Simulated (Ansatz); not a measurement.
Geometry optimisation, UKS BHLYP/6-31G (Ansatz 0.2.0).

Input file:

```yaml
crystal:
  periodic: [false, false, false]
  atoms:
    - { symbol: F, position_ang: [0.6818, -2.173, 1.4066] }
    - { symbol: C, position_ang: [0.8978, -0.9907, 0.7101] }
    - { symbol: C, position_ang: [0.5257, 0.2449, 0.8155] }
    - { symbol: C, position_ang: [0.0649, 1.3821, 0.596] }
    - { symbol: Si, position_ang: [-0.5581, -0.2928, -0.9116] }
    - { symbol: H, position_ang: [0.2638, 2.3046, 0.0807] }
    - { symbol: H, position_ang: [0.1492, 0.0938, -2.157] }
    - { symbol: H, position_ang: [-1.9328, -0.6259, -0.5959] }
magnetization:
  spin_polarized: true
basis:
  gaussian: { orbitals: "6-31G" }
hamiltonian:
  xc: { name: BHLYP }
relax:
  f_tol: 0.02
  max_steps: 40
```

Run as:

```bash
$ ansatz run input.yaml --threads 1 --pin off --max-ram 2048MiB --backend cpu --events-out ev --progress --plain --runs-dir out
```

Question: Where does it end, and by what steps?

Answer: It converged. Limits of this set-up: no polarisation functions. After 14 steps the energy has fallen by 1.487 eV; C4 moved furthest, 0.24 Å. Joined: C4–Si5.

| step | energy less start (eV) | largest force component (eV/Å) | accepted |
| --- | --- | --- | --- |
| 0 | 0.0000 | 3.005 | yes |
| 1 | -0.7638 | 2.091 | yes |
| 2 | -1.1138 | 1.955 | yes |
| 3 | -1.3083 | 0.839 | yes |
| 4 | -1.3449 | 1.205 | yes |
| 5 | -1.4412 | 0.622 | yes |
| 6 | -1.4678 | 0.405 | yes |
| 7 | -1.4823 | 0.145 | yes |
| 8 | -1.4548 | 0.436 | no |
| 9 | -1.4856 | 0.045 | yes |
| 10 | -1.4861 | 0.048 | yes |
| 11 | -1.4865 | 0.030 | yes |
| 12 | -1.4866 | 0.027 | yes |
| 13 | -1.4867 | 0.023 | yes |
| 14 | -1.4867 | 0.002 | yes |

```xyz
8
Properties=species:S:1:pos:R:3
F 0.510 -2.033 1.393
C 0.882 -1.013 0.516
C 0.639 0.265 0.871
C 0.018 1.316 0.366
Si -0.489 -0.141 -0.784
H 0.285 2.350 0.315
H 0.060 -0.041 -2.150
H -1.812 -0.760 -0.583
```

Whether the end is a true minimum wasn't checked by a vibrational analysis.

The run took 68 s on 1 thread of Arm Neoverse V1, on a shared host, peak memory 0.16 GiB.
